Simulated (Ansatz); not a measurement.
Wavefunction ladder for CH5AlCl3N (`C[NH2+][Al-]([Cl])([Cl])[Cl]`)

Cartesian coordinates in Å:
```
C 0.611 -0.583 -1.161
N 0.461 -0.428 0.300
Al -0.923 0.872 0.895
Cl -0.235 2.675 0.034
Cl -0.717 0.705 2.993
Cl -2.685 0.051 0.066
H 1.386 -1.311 -1.406
H 0.866 0.385 -1.589
H -0.342 -0.907 -1.575
H 0.234 -1.323 0.727
H 1.343 -0.136 0.715
```

Charge 0, multiplicity 1. Geometry: relaxed with PBE0-D4/def2-TZVP. It is one conformer, not always the lowest. Frozen core, restricted reference, the Gaussian-basis code of Ansatz. CBS rows extrapolate triple and quadruple zeta; past MP2 they add the triple-zeta difference.

```csv
basis,HF (Eh),MP2 corr.
def2-SVP,-1715.34993,-0.77721
def2-TZVPP,-1716.01254,-1.04007
def2-QZVPP,-1716.06237,-1.13380
```

Task: Estimate the CCSD correlation energy and the (T) correction in each basis where they were run (hartree).

Result: 
| basis | CCSD corr. | (T) |
| --- | --- | --- |
| def2-SVP | -0.84170 | -0.01845 |
| def2-TZVPP | -1.11001 | -0.04432 |
| CBS(def2) | -1.27317 | as TZ |
